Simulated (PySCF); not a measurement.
## A basis-limit estimate, worked out

An elementary step of BSiH5OF2, closed shell (BHOF₂ ([OH][B]([F])[F]) + SiH₄ → BSiH₃F₂ ([F][B]([F])[SiH3]) + H₂O; bonds formed: B1–Si6, O2–H5; bonds broken: B1–O2, H5–Si6). “Start” is the structure reached by relaxing down from the saddle towards the reactants; PBE0-D4/def2-TZVP structures. The saddle:

```json
{"atom": "B1", "x (Å)": "-0.1705", "y (Å)": "0.2510", "z (Å)": "-0.9632"}
{"atom": "O2", "x (Å)": "1.1166", "y (Å)": "1.1034", "z (Å)": "-0.8794"}
{"atom": "F3", "x (Å)": "-0.0591", "y (Å)": "-0.7250", "z (Å)": "-1.8720"}
{"atom": "F4", "x (Å)": "-1.2683", "y (Å)": "1.0357", "z (Å)": "-1.0038"}
{"atom": "H5", "x (Å)": "0.8300", "y (Å)": "0.4811", "z (Å)": "0.1105"}
{"atom": "Si6", "x (Å)": "-0.2265", "y (Å)": "-0.8252", "z (Å)": "1.0539"}
{"atom": "H7", "x (Å)": "0.8774", "y (Å)": "2.0337", "z (Å)": "-0.7658"}
{"atom": "H8", "x (Å)": "0.7973", "y (Å)": "-1.8815", "z (Å)": "1.2670"}
{"atom": "H9", "x (Å)": "-0.3601", "y (Å)": "-0.0155", "z (Å)": "2.2971"}
{"atom": "H10", "x (Å)": "-1.5367", "y (Å)": "-1.4575", "z (Å)": "0.7557"}
```

PySCF 2.14 with density fitting (its default auxiliary sets; JK sets also for MP2 and CCSD(T)); basis: def2-TZVPP and def2-QZVPP; cores frozen in the correlated methods.

Energies in eV:

| quantity | saddle | start |
| --- | --- | --- |
| Hartree–Fock, triple zeta (X = 3) | -16067.19943 | -16070.84957 |
| Hartree–Fock, quadruple zeta (X = 4) | -16067.80801 | -16071.47566 |
| MP2 correlation, X = 3 | -27.44201 | -26.42958 |
| MP2 correlation, X = 4 | -29.78582 | -28.73946 |
| CCSD(T) correlation, X = 3 | -29.20186 | -28.23158 |

Q: Work out the barrier at the basis limit: extrapolate Hartree–Fock as E(X) = E∞ + A exp(−7.88 √X) and the MP2 correlation as E(X) = E∞ + B X^−2.97 (the exponents that Neese and Valeev fitted for def2-TZVPP and QZVPP), then add CCSD(T) − MP2 in triple zeta.

A: Each step is linear, so take the differences first (saddle − start): Hartree–Fock 3.65014 (X = 3) and 3.66765 (X = 4); MP2 correlation -1.01243 and -1.04636; CCSD(T) correlation -0.97028.
Two points give E∞ = E(4) + w [E(4) − E(3)], with w = 1/(exp(7.88 (2 − √3)) − 1) = 0.1377 for Hartree–Fock and w = 1/((4/3)^2.97 − 1) = 0.7407 for the correlation.
Hartree–Fock: 3.66765 + 0.1377 × 0.01751 = 3.6701 eV.
MP2 correlation: -1.04636 + 0.7407 × (-0.03393) = -1.0715 eV.
CCSD(T) − MP2: -0.97028 − (-1.01243) = 0.0421 eV.
Sum: 3.6701 + (-1.0715) + 0.0421 = 2.6407 eV, or 60.90 kcal/mol. Plain CCSD(T) in triple zeta gives 2.6799 eV, so the larger basis shifts the result by -0.0392 eV.

The T1 diagnostic stays at or below 0.014.

Labels in which every atom is bracketed show which atoms are joined, not bond orders.

For scale, one of the runs: CCSD(T)/def2-TZVPP, 236 basis functions, launched by `OMP_NUM_THREADS=4 python run.py`. Time: 24 min of wall clock on 4 CPU threads of an Intel Xeon; the host was shared. Peak host memory: 5.2 GiB.
